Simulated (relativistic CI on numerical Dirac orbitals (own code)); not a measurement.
Radial parameters of Au X

Computed by Dirac-Coulomb-Breit CI, KLI orbitals optimised for each configuration, model QED (radiative potential, 1s self-energy scaled to tabulated hydrogen-like ionisation energies), unscaled Slater integrals (own radial code, finite nucleus).

Slater integrals F^k, G^k are unscaled and averaged over j, outside the closed core [Kr] 4d10 4f14; ζ comes from projecting the Hamiltonian with its Breit term on Σ l·s of the shell.

- 5s2.5p6.5d2: F^2(5d,5d) = 87820, F^4(5d,5d) = 59852, ζ(5d) = 8123.8 cm⁻¹; <r>(5d) = 1.211, <r^2>(5d) = 1.649 (bohr units).
- 5s2.5p6.5d.6s: ζ(5d) = 8386, G^2(5d,6s) = 25453 cm⁻¹; <r>(5d) = 1.204, <r^2>(5d) = 1.634, <r>(6s) = 1.794, <r^2>(6s) = 3.565 (bohr units).
- 5s2.5p6.5d.5f: ζ(5d) = 8374.3, F^2(5d,5f) = 63606, F^4(5d,5f) = 40753, G^1(5d,5f) = 72205, G^3(5d,5f) = 45093, G^5(5d,5f) = 32344, ζ(5f) = 456.16 cm⁻¹; <r>(5d) = 1.206, <r^2>(5d) = 1.638, <r>(5f) = 1.701, <r^2>(5f) = 3.281 (bohr units).

Problem. Give the Racah parameters of the d shell in 5s2.5p6.5d2.

Solution. B = F²/49 − 5F⁴/441 = 1114 cm⁻¹ and C = 35F⁴/441 = 4750 cm⁻¹.

In this model ζ of a weakly bound d, f or g electron outside closed shells comes out too small, for d by up to a factor of two or three and at times with the wrong sign; that of an outer p electron is too small as well.

Averages of the first 10 configurations, taken without configuration mixing, which lowers the lowest level and can move excited configurations by several eV; other configurations of the list can lie among them:

```tsv
Configuration	Parity	States	Average energy above the lowest level (eV)
5s2.5p6.5d2	even	45	5.2
5s2.5p6.5d.6s	even	20	35.3
5s2.5p6.5d.5f	odd	140	64.6
5s2.5p5.5d3	odd	720	71.0
5s2.5p6.6s2	even	1	68.0
5s2.5p6.5d.6p	odd	60	52.1
5s2.5p6.5f2	even	91	125.9
5s2.5p6.5d.5g	even	180	96.4
5s2.5p6.6s.6p	odd	12	83.6
5s2.5p6.5f.6s	odd	28	96.6
```
